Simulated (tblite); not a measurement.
Start geometry of `N#C[C@@]1([SiH2]F)CCC[SiH2]1` from a force field or distance geometry (Å):
```
atom  x, y, z in Å
N1     0.1267   -1.4580    2.8012
C2     0.3029   -0.9916    1.7438
C3     0.5522   -0.4377    0.4187
Si4    2.3372   -0.5182   -0.0370
F5     2.5203   -0.0279   -1.5354
C6    -0.4754   -1.0221   -0.6179
C7    -1.8057   -0.2606   -0.4842
C8    -1.4983    1.2496   -0.5259
Si9    0.1501    1.4637    0.4283
H10    2.8080   -1.9323    0.0374
H11    3.1931    0.2956    0.8607
H12   -0.6286   -2.1005   -0.4620
H13   -0.1129   -0.8974   -1.6359
H14   -2.4959   -0.5452   -1.2828
H15   -2.2910   -0.5134    0.4735
H16   -2.3145    1.8357   -0.0751
H17   -1.3507    1.5707   -1.5622
H18   -0.0980    1.9734    1.7988
H19    1.0707    2.3255   -0.3515
```

Q: What comes out of this run: GFN2-xTB geometry optimisation, gas phase (tblite)?

A: 
```
atom  x, y, z in Å
N1     0.067   -1.274    2.751
C2     0.286   -0.847    1.710
C3     0.561   -0.319    0.415
Si4    2.386   -0.677    0.006
F5     2.650    0.051   -1.410
C6    -0.405   -0.954   -0.608
C7    -1.771   -0.292   -0.453
C8    -1.574    1.225   -0.521
Si9    0.051    1.552    0.415
H10    2.624   -2.087   -0.255
H11    3.296   -0.053    0.949
H12   -0.475   -2.035   -0.459
H13   -0.028   -0.774   -1.618
H14   -2.461   -0.642   -1.224
H15   -2.187   -0.564    0.520
H16   -2.435    1.748   -0.109
H17   -1.483    1.537   -1.562
H18   -0.114    2.044    1.783
H19    1.002    2.370   -0.337
```

The energy falls by 0.316 eV over 75 L-BFGS steps, the largest force on an atom goes from 2.82 to 0.009 eV/Å, and the atoms move by 0.178 Å rms after alignment. The bond that changes most is C3–Si4 (sp3 carbon bound to silicon to fluorine-bound silicon), which lengthens by 0.061 Å. Bonds longer at the end by more than 0.005 Å: 3 of 19; shorter: 13. Among the angles that change most is Si4–C3–Si9, from 104.1° to 115.7°. Among the dihedrals that turn most is C6–C3–Si4–H10, from -72° to -49°. Rotational constants go from 1381, 1060, 822.3 to 1457, 1014, 814.5 MHz. The orientation of the end geometry is arbitrary; only internal coordinates are fixed.

Its GFN2-xTB frequencies are all real (lowest 51 cm⁻¹). The numbers are those of one conformer. 2 starts were optimised and ended at 0.00 and 0.77 kcal/mol (GFN2-xTB); the lowest of these is shown.

The numbers are calculated, not measured.
